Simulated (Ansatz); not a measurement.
Input and output for `CCO[CH]([GaH2])O[SiH3]`.

```yaml
crystal:
  periodic: [false, false, false]
  atoms:
    - {symbol: C, position_ang: [-2.698877, 0.093511, -0.759528]}
    - {symbol: C, position_ang: [-1.579944, 0.883843, -0.119390]}
    - {symbol: O, position_ang: [-0.300357, 0.480741, -0.600781]}
    - {symbol: C, position_ang: [0.246761, -0.619127, 0.048747]}
    - {symbol: Ga, position_ang: [1.868436, -1.258436, -0.991634]}
    - {symbol: O, position_ang: [0.662576, -0.269888, 1.385051]}
    - {symbol: Si, position_ang: [2.074073, 0.550245, 1.476046]}
    - {symbol: H, position_ang: [-2.672093, 0.202554, -1.845492]}
    - {symbol: H, position_ang: [-2.629211, -0.969888, -0.518653]}
    - {symbol: H, position_ang: [-3.667254, 0.450509, -0.400035]}
    - {symbol: H, position_ang: [-1.669201, 1.943198, -0.370449]}
    - {symbol: H, position_ang: [-1.605380, 0.798044, 0.972103]}
    - {symbol: H, position_ang: [-0.507503, -1.402397, 0.197447]}
    - {symbol: H, position_ang: [2.548366, -2.582125, -0.482712]}
    - {symbol: H, position_ang: [2.277130, -0.580127, -2.343748]}
    - {symbol: H, position_ang: [1.971236, 2.015311, 1.278372]}
    - {symbol: H, position_ang: [2.923547, 0.024286, 0.323853]}
    - {symbol: H, position_ang: [2.757686, 0.239747, 2.750813]}
basis:
  gaussian: {orbitals: aug-cc-pVDZ}
hamiltonian: {xc: {name: wB97}}
```

```sh
$ ansatz run in.yaml --threads 2 --pin off --events-out ev --progress --plain --max-ram 22528MiB --backend cuda --devices 0, --max-vram 18GiB
```

Shortened log:

```
Functional definition: wB97
2519 factors; their error is unknown
1338 factors; integrals over basis functions are off by at most 4.4e-6 eV
mean field evaluation 1: about -67635.1852 eV, gradient 5.7e1 eV
mean field evaluation 2: about -67636.5202 eV, gradient 5.6e1 eV
mean field evaluation 4: about -67642.2152 eV, gradient 2.9e0 eV
mean field evaluation 8: about -67642.2356 eV, gradient 6.3e-2 eV
mean field evaluation 16: about -67642.1544 eV, gradient 2.1e-4 eV
mean field -67642.15440740 eV, -2485.8033249731 hartree, gradient 3.1e-5 eV, S^2 0.000000; 0 other end points of the search recorded, 0 dependent functions left out
reference -67642.15437462 eV, -2485.8033237682 hartree; 45, 45 occupied and 232, 232 virtual orbitals, 2519 factors
Total energy: -67642.15437462 eV, -2485.8033237682 hartree
```

Run time 5.5 s (2 threads of an AMD EPYC 7R13 on a shared host and a share of an NVIDIA H100 80 GB); peak host memory 1 GiB.
